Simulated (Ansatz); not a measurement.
`N[SiH](N)O`, charge 0, multiplicity 1.

(1) Give a relaxed structure at PBE0-D4/def2-TZVP (the Gaussian-basis code of Ansatz). (An estimate is asked.)

Results:

(1) Computed: 
Z-matrix (Å, degrees):
```
Si
N 1 1.706
O 1 1.648 2 119.3
N 1 1.713 2 104.7 3 119.0
H 1 1.482 2 106.1 3 -114.4
H 2 1.007 1 121.6 3 -73.1
H 2 1.006 1 120.9 3 78.5
H 3 0.959 1 116.3 2 67.1
H 4 1.007 1 119.8 2 -170.5
H 4 1.007 1 119.6 2 45.7
```
This is one stationary point; other conformers may exist.
